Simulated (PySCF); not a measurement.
# Finite-field polarisability of F (fluorine, neutral)

[He] 2s2 2p5, 2P determinant. Computed with PySCF 2.14 in aug-cc-pVTZ-DK, with scalar relativity by spin-free X2C-1e. Frozen: 1s2. Energy changes in a uniform field (μhartree):

```csv
axis,F (au),HF,MP2,CCSD,CCSD(T)
x,0.0083,-100.851,-108.789,-108.074,-109.093
x,0.0166,-403.471,-435.245,-432.385,-436.468
y,0.0079,-99.948,-110.921,-110.059,-111.647
y,0.0158,-399.983,-443.950,-440.494,-446.864
```

By symmetry the remaining axis equals y.

Question: Derive α along x at CCSD(T) from the two fields.

Answer: With ΔE = −αF²/2 − γF⁴/24, α = −(16 ΔE(F) − ΔE(2F))/(6F²) = 3.167 bohr³.

Question: And the mean polarisability at each level?

Answer: The components xx, yy, zz at CCSD(T) are 3.167, 3.577, 3.577, the third axis being equal by symmetry to one of the two computed. Means: HF 3.111, MP2 3.422, CCSD 3.397, CCSD(T) 3.440 bohr³. Reference: 3.74 ± 0.08 bohr³ (recommended; Schwerdtfeger and Nagle, table of static dipole polarizabilities (2023 update)).

CCSD(T) lies more than 5 % below the reference, which points to too few diffuse and polarisation functions.
